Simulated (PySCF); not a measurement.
SnF₃Br, SMILES [Br][Sn]([F])([F])[F]. Geometry: B3LYP-D3(BJ)/def2-SVP. The structure was generated by enumeration; whether it is a known compound was not checked. The def2 effective core potentials stand for the cores of Sn; spin–orbit coupling is left out.

Give the equilibrium geometry at B3LYP-D3(BJ)/def2-SVP (PySCF confirms it by a frequency run) as Cartesian coordinates in Å, and its point group. (Estimate from the structure and the level; the computed values follow.)

point group C3v.
```xyz
5

F      1.5385     0.8883     1.3161
Sn     0.0000     0.0000     0.5911
F      0.0000    -1.7765     1.3161
F     -1.5385     0.8883     1.3161
Br     0.0000     0.0000    -1.8597
```
